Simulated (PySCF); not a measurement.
C₄H₉NSi, SMILES C=C1[SiH2]N[C@H]1C.

Geometry optimised at PBE0-D3(BJ)/def2-SVP. The structure was generated by enumeration; whether it is a known compound was not checked.

All values below come from PBE0/def2-TZVP (PySCF).

The molecule is in vacuum.

Problem. Estimate the frontier levels, gap, dipole moment and polarisability. (The exact figures need the calculation; the answer reports its results.)

Solution. 
```json
{
 "highest_occupied_level": "-6.66 eV",
 "lowest_empty_level": "-0.34 eV",
 "orbital_gap": "6.32 eV",
 "dipole_moment": "0.90 D",
 "quadrupole, principal values (traceless, Buckingham form, about the centre of nuclear charge)": "-5.71, -0.28, 5.98 D·Å",
 "mean_static_polarisability": "80.3 bohr³ (11.91 Å³)",
 "polarisability_principal_values": "63.3, 84.1, 93.7 bohr³"
}
```
